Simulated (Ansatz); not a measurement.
Geometry optimisation, UHF/def2-SVP in Ansatz.

input.yaml

```yaml
crystal:
  periodic: [false, false, false]
  atoms:
    - { symbol: Zr, position_ang: [0.0, 0.0, 0.0] }
    - { symbol: F, position_ang: [0.0, 0.0, 2.23] }
    - { symbol: "N", position_ang: [2.084, 0.0, -0.7359] }
    - { symbol: H, position_ang: [2.5823, -0.918, -0.9166] }
    - { symbol: H, position_ang: [2.5853, 0.918, -0.9082] }
    - { symbol: O, position_ang: [-0.975, 1.6891, -0.6893] }
    - { symbol: H, position_ang: [-1.9328, 1.4584, -0.9117] }
    - { symbol: Cl, position_ang: [-1.1869, -2.0563, -0.8392] }
    - { symbol: F, position_ang: [0.0, 0.0, 3.67] }
magnetization:
  spin_polarized: true
  initial_magnetization: 1
basis:
  gaussian: { orbitals: def2-SVP }
hamiltonian:
  xc: hf
relax:
  f_tol: 0.15
  max_steps: 25
  restrain:
    - { distance: [1, 8], at: 2.34, k: 30.0 }
    - { distance: [0, 1], at: 1.98, k: 30.0 }
```

Launched with:

```bash
$ ansatz run input.yaml --threads 4 --pin off --max-ram 5120MiB --backend cpu --events-out ev --progress --plain --runs-dir out
```

Task: Where does it end, and by what steps?

Result: The run converged. The restraints hold the end off the free minimum; the threshold counts their pulls, which the force column leaves out. Restrained pairs: F2–F9 (1.44 → 2.35 Å), Zr1–F2 (2.23 → 1.96 Å). After 7 steps the energy has fallen by 5.776 eV (the restraints' own energy left out); H7 moved furthest, 0.70 Å. The start is strongly strained (largest force component 19 eV/Å).

```tsv
step	energy less start (eV)	largest force component (eV/Å)	accepted
0	0.0000	19.141	yes
1	-3.8941	6.239	yes
2	-5.4236	0.941	yes
3	-5.5411	1.572	yes
4	-5.6962	1.039	yes
5	-5.7594	0.964	yes
6	-5.7677	0.959	yes
7	-5.7758	1.056	yes
```

```xyz
9
Properties=species:S:1:pos:R:3
Zr -0.016 -0.135 -0.064
F 0.004 -0.208 1.890
N 1.878 0.040 -0.753
H 2.632 -0.597 -0.557
H 2.226 0.762 -1.362
O -0.985 1.376 -0.697
H -1.576 2.063 -0.950
Cl -0.978 -2.203 -0.838
F -0.029 -0.007 4.230
```

Time of the run: 20 s on 4 threads of AMD EPYC 9R45 96-Core Processor (Zen 5), with other jobs on the host, peak memory 0.41 GiB.
